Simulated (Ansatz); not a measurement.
Total energies of [Ni(NH3)(H2O)5]2+ (NiNO5H13²⁺) from Ansatz at r2SCAN-D4/def2-TZVP, gas phase (1 Eh = 27.2114 eV = 2625.5 kJ/mol). The reference geometry is relaxed at r2SCAN-D4/def2-SVP.

```xyz
20

Ni   -0.002   -0.001   -0.008
N     1.251    0.039    1.633
H     2.244    0.169    1.412
H     1.217   -0.823    2.188
H     1.042    0.795    2.294
O    -1.272   -0.019   -1.653
H    -1.727   -0.788   -2.033
H    -1.515    0.754   -2.188
O     0.152    2.026   -0.384
H     0.907    2.453   -0.819
H    -0.324    2.726    0.090
O    -0.354   -2.036    0.107
H     0.220   -2.740   -0.234
H    -1.011   -2.468    0.676
O    -1.701    0.343    1.121
H    -1.863    0.424    2.074
H    -2.567    0.423    0.689
O     1.521   -0.335   -1.368
H     1.312   -0.406   -2.313
H     2.466   -0.536   -1.283
```

| state | geometry | energy (Eh) |
| --- | --- | --- |
| charge 2 triplet | reference | -1946.57434 |
| charge 3 quartet | reference | -1945.90177 |
| charge 1 doublet | reference | -1946.84938 |

Other spin states of the ions weren't run at this level and may lie lower.

Task: Work out the vertical ionisation energy to the quartet.

Result: E(charge 3 quartet) − E(charge 2 triplet) = -1945.90177 − (-1946.57434) = 0.67257 Eh = 18.30 eV. For comparison, −ε of the highest occupied level of the spin that leaves is 14.87 eV at this level, 3.43 eV less.

Task: Work out the vertical electron affinity, to the doublet.

Result: E(charge 2 triplet) − E(charge 1 doublet) = -1946.57434 − (-1946.84938) = 0.27504 Eh = 7.48 eV.

Task: Give the fundamental gap IE − EA, the Mulliken electronegativity (IE + EA)/2 and the hardness (IE − EA)/2.

Result: From the values in Eh: IE − EA = 0.67257 − 0.27504 = 0.39753 Eh = 10.82 eV; (IE + EA)/2 = 12.89 eV; (IE − EA)/2 = 5.41 eV.

At r2SCAN-D4/def2-TZVP the charge 1 doublet is spin-contaminated (final ⟨S²⟩ up to 0.91, 0.75 for a pure state).   The singlet lies 0.86 eV above the triplet at this level but is left out (at the level of its geometry, restricted singlet, unstable towards broken spin symmetry at other levels and untested here).
